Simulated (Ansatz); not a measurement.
Total energies of C$_{2}$H$_{6}$BISi, SMILES `IC1CB[SiH2]1`.

```xyz
11

I    -1.7807    0.7702    2.1708
C    -0.1038    0.2551    0.9397
C    -0.1795   -1.0915    0.1982
B     0.6700   -0.7401   -1.0768
Si    0.2830    1.2037   -0.6680
H     0.7459    0.2718    1.6225
H     0.0054   -1.9914    0.7911
H    -1.1905   -1.2176   -0.2343
H     1.2444   -1.4661   -1.8268
H    -0.9655    1.6915   -1.3151
H     1.2712    2.3144   -0.6013
```

The species carries charge 0 and has multiplicity 1. Correlated methods include outer-core shells of I, which these sets cover unevenly. I takes the def2 core potential. The geometry is a stationary point of PBE0-D4/def2-TZVP. Basis def2-TZVPP, Ansatz 0.2.0.

RPA on PBE orbitals: Hartree–Fock energy of these orbitals -689.43855 Eh, correlation -1.59163 Eh (frozen core).

```csv
functional,energy without D4 (Eh),D4 term (kJ/mol)
BLYP,-691.73914,-65.2
r2SCAN,-691.88446,-7.0
B97M-V,-691.79019,–
PBE0,-691.62069,-25.6
r2SCAN0,-691.84865,-8.5
HSE06 (plane-wave form),-691.60566,-24.1
CAM-B3LYP,-691.80197,-26.4
LC-ωPBE,-691.73240,–
ωB97X-V,-691.78082,–
B2PLYP,-691.47000,–
```

Problem. Give the same for LDA (SPW92), PBE, revPBE, B3LYP, r2SCANh, BHLYP, ωB97M-V, PBE-QIDH. (An estimate is asked.)

Solution. Ansatz gave: 
```csv
functional,energy without D4 (Eh),D4 term (kJ/mol)
LDA (SPW92),-689.24948,–
PBE,-691.54501,-30.0
revPBE,-691.81151,-83.2
B3LYP,-691.98525,-49.0
r2SCANh,-691.86968,-7.6
BHLYP,-691.74871,-40.5
ωB97M-V,-691.76605,–
PBE-QIDH,-691.36680,–
```

B3LYP takes the VWN-RPA correlation (the form of Gaussian; ORCA's B3LYP/G). HSE06 is the plane-wave form, built on full-range PBE exchange. The double hybrids freeze the cores in their second-order part.

LC-ωPBE has ω = 0.4 bohr⁻¹.
